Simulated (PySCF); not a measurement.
# Tl(64+): ionisation energy

Tl(64+) [Ne] 3s2 3p5 (2P) → Tl(65+) [Ne] 3s2 3p4 (3P), as a difference of total energies. All numbers are calculated (PySCF 2.14, the spin-free X2C one-electron Hamiltonian (Gaussian nucleus), in an uncontracted even-tempered set (17 s from 18 bohr⁻², ratio 2.5; 12 p from 24 bohr⁻², ratio 2.5; 4 d from 97 bohr⁻², ratio 2.7; 4 f from 150 bohr⁻², ratio 2.7)). Correlated levels: outer shells: 1s2 frozen; virtual orbitals above 40 to 60 times the deepest correlated orbital energy dropped. The calculations carry no spin-orbit coupling.

```tsv
method	ionisation energy (eV)
UHF	7447.7
MP2 (outer shells)	7449.0
SCS-MP2 (outer shells)	7448.9
CCSD (outer shells)	7449.0
CCSD(T) (outer shells)	7449.0
```

Spin-orbit coupling is strong in these open shells (close to jj coupling). The scalar numbers leave it out and a first-order estimate fails, so it can dominate the gap to the real levels.

Breit and QED terms and the two-electron picture change are absent.

For comparison: 7281 ± 24 eV (theoretical estimate listed by NIST; NIST Atomic Spectra Database, ionization energies).
